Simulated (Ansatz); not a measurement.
Consider the substitution at a C–Si bond: `N[SiH2][SiH2]CO` + `C[SiH2]N` → `C[SiH2]NCO` + `N[SiH2][SiH3]`.

Gas-phase electronic energies from Ansatz, PBE0-D4/def2-TZVP geometries. CCSD(T)/CBS adds triple-zeta CCSD(T) − MP2 to the extrapolated MP2 energy (def2 sets, frozen cores). This one scheme is used for every species. DFT in def2-TZVPP. B3LYP here is the variant with VWN-RPA as its local correlation; programs differ in this. Each species was taken in one conformer, which may not be the lowest.

`N[SiH2][SiH2]CO`:

Cartesian coordinates in Å:
```
N 2.559 1.400 -0.057
Si 1.479 0.072 -0.305
Si -0.785 0.508 0.158
C -1.906 -0.964 -0.282
O -1.548 -2.140 0.434
H 2.442 2.238 -0.605
H 2.827 1.633 0.886
H 1.952 -1.038 0.566
H 1.577 -0.347 -1.731
H -1.246 1.725 -0.578
H -0.965 0.785 1.618
H -1.791 -1.205 -1.342
H -2.965 -0.709 -0.136
H -1.628 -1.959 1.374
```

`C[SiH2]N`:

Z-matrix (Å, degrees):
```
C
Si 1 1.871
H 1 1.093 2 111.2
H 1 1.094 2 110.5 3 119.8
H 1 1.093 2 111.2 3 -120.4
N 2 1.720 1 116.4 3 60.2
H 2 1.489 1 108.4 3 -179.4
H 2 1.489 1 108.4 3 -60.3
H 6 1.007 2 120.7 1 73.7
H 6 1.007 2 120.7 1 -73.5
```

`C[SiH2]NCO`:

Z-matrix (Å, degrees):
```
C
Si 1 1.868
H 1 1.094 2 110.5
H 1 1.093 2 111.0 3 -119.7
H 1 1.093 2 111.1 3 120.0
N 2 1.722 1 115.4 3 179.3
H 2 1.491 1 108.3 3 59.3
H 2 1.488 1 109.2 3 -60.7
C 6 1.429 2 125.2 1 -78.0
H 6 1.008 2 120.2 1 91.8
O 9 1.408 6 113.1 2 -123.8
H 9 1.100 6 107.9 2 -0.7
H 9 1.095 6 112.4 2 118.0
H 11 0.962 9 107.1 6 51.5
```

`N[SiH2][SiH3]`:

```xyz
10

N    -0.136    1.061    1.435
Si   -0.462   -0.423    0.618
Si    0.407   -0.289   -1.551
H     0.800    1.432    1.436
H    -0.598    1.260    2.309
H    -1.940   -0.596    0.584
H     0.093   -1.653    1.266
H     1.853    0.069   -1.501
H    -0.298    0.743   -2.357
H     0.280   -1.603   -2.239
```

```tsv
level	ΔE (eV)
r2SCAN-D4	0.15
B3LYP-D4	0.13
ωB97X-V	0.11
ωB97M-V	0.15
B2PLYP	0.13
PBE0	0.13
CCSD/def2-TZVPP	0.11
HF/CBS(def2)	0.05
```

Question: What does CCSD(T)/CBS give? (An estimate is asked.)

Answer: Computed: +0.16 eV. The listed levels differ from it by -0.01, -0.03, -0.05, -0.01, -0.03, -0.03, -0.05, -0.11 eV.

Largest T1 diagnostic among the species: 0.012.

In def2-TZVPP, CCSD(T) changes the Hartree–Fock value by +0.07 eV (the triples alone add +0.01 eV) and MP2 by +0.09 eV.
